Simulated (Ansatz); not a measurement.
C$_{3}$H$_{9}$O$_{3}$Y (`C[O][Y]([O]C)[O]C`). Charge 0, multiplicity 1. Y takes the def2 core potential. Geometry: relaxed with PBE0-D4/def2-TZVP. It is one conformer, not always the lowest.

```xyz
16

C    -0.260    0.985   -3.258
O    -0.147    0.591   -1.936
Y     0.014    0.001    0.000
O     0.857    1.237    1.373
C     1.422    2.074    2.319
O    -0.684   -1.819    0.566
C    -1.167   -3.061    0.938
H     0.711    1.294   -3.669
H    -0.644    0.173   -3.891
H    -0.945    1.837   -3.365
H     1.032    3.097    2.235
H     2.513    2.131    2.202
H     1.219    1.725    3.341
H    -1.637   -3.583    0.093
H    -0.363   -3.706    1.318
H    -1.920   -2.977    1.734
```

Task: What is the dipole moment at PBE/def2-TZVPP? (An estimate is asked.)

Result: The calculation gave: 0.03 D, zero by symmetry or nearly so.

Task: Give the Mulliken charges with PBE, ωB97M-V, r2SCAN in def2-TZVPP. (Best estimate.)

Result: Ansatz gave: 
| atom | PBE | ωB97M-V | r2SCAN |
| --- | --- | --- | --- |
| C1 | -0.11 | -0.15 | 0.05 |
| O2 | -0.51 | -0.56 | -0.60 |
| Y3 | 1.15 | 1.26 | 1.36 |
| O4 | -0.51 | -0.56 | -0.60 |
| C5 | -0.11 | -0.15 | 0.04 |
| O6 | -0.51 | -0.56 | -0.60 |
| C7 | -0.11 | -0.15 | 0.05 |
| H8 | 0.08 | 0.10 | 0.03 |
| H9 | 0.08 | 0.10 | 0.04 |
| H10 | 0.08 | 0.10 | 0.03 |
| H11 | 0.08 | 0.10 | 0.03 |
| H12 | 0.08 | 0.10 | 0.03 |
| H13 | 0.08 | 0.10 | 0.04 |
| H14 | 0.08 | 0.10 | 0.04 |
| H15 | 0.08 | 0.10 | 0.03 |
| H16 | 0.08 | 0.10 | 0.03 |
